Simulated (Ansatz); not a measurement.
BrH$_{2}$NZn (`[NH2][Zn][Br]`) at its PBE0-D4/def2-TZVP geometry, where that method's forces vanish. Total charge 0; spin multiplicity 1.

```json
{"atom": "N1", "x (Å)": "-0.0505", "y (Å)": "0.4781", "z (Å)": "0.8798"}
{"atom": "Zn2", "x (Å)": "-0.1003", "y (Å)": "-0.5389", "z (Å)": "-0.6236"}
{"atom": "Br3", "x (Å)": "-0.2742", "y (Å)": "-1.8990", "z (Å)": "-2.3832"}
{"atom": "H4", "x (Å)": "0.8495", "y (Å)": "0.5465", "z (Å)": "1.3355"}
{"atom": "H5", "x (Å)": "-0.4245", "y (Å)": "1.4133", "z (Å)": "0.7914"}
```

For each bond, give half the difference of the two atoms' forces along it (eV/Å; positive pushes the atoms apart) under PBE-D4, r2SCAN-D4, B3LYP-D4, ωB97M-V in def2-TZVPP. (Estimate.)

The calculation gave: 
| bond | length (Å) | PBE-D4 | r2SCAN-D4 | B3LYP-D4 | ωB97M-V |
| --- | --- | --- | --- | --- | --- |
| N1–Zn2 | 1.816 | -0.05 | -0.09 | 0.10 | 0.05 |
| N1–H4 | 1.011 | 0.27 | 0.07 | -0.03 | -0.05 |
| N1–H5 | 1.011 | 0.27 | 0.07 | -0.03 | -0.05 |
| Zn2–Br3 | 2.231 | 0.03 | -0.06 | 0.09 | -0.06 |

B3LYP here is the variant with VWN-RPA as its local correlation; programs differ in this.

Program: Ansatz 0.2.0.
